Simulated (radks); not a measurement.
Task: Be+, configuration [He] 2s1. All-electron calculation, scalar-relativistic Kohn-Sham, r2SCAN, spin-polarised, spherical densities, finite nucleus; open shells are filled with parallel spins first; meta-GGA in the generalised Kohn-Sham scheme; Fermi nuclear charge, rms radius 2.519 fm. Program: a radial shooting solver on a logarithmic mesh with Libxc functionals. Some entries of the table are withheld. Estimate them.

orbital,occ.,eigenvalue (Ry),<1/r> (bohr^-1),<r> (bohr)
1s up,1,-8.82665,3.684,0.4169
1s down,1,-8.79722,3.672,0.4182
2s up,1,-1.07461,0.6202,(1)

Result: 
(1) 2s up <r> (bohr): 2.260
